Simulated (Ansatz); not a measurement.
`[GaH2][C]1([GeH3])CC1`, charge 0, multiplicity 1.

Q: Give a relaxed structure at PBE0-D4/def2-TZVP (Ansatz 0.2.0). (Estimate.)

A: Ansatz gave: 
Cartesian coordinates in Å:
```
Ga -0.336 -1.607 1.276
C -0.015 -0.106 0.074
Ge -0.814 1.611 0.483
C 1.341 -0.078 -0.618
C 0.140 -0.450 -1.401
H -1.220 -1.474 2.566
H 0.343 -2.974 0.884
H -2.350 1.506 0.527
H -0.414 2.624 -0.613
H -0.323 2.134 1.847
H 1.792 0.891 -0.806
H 2.060 -0.856 -0.383
H 0.029 -1.484 -1.709
H -0.234 0.264 -2.128
```
Point group Cs.
This is one stationary point; other conformers may exist.
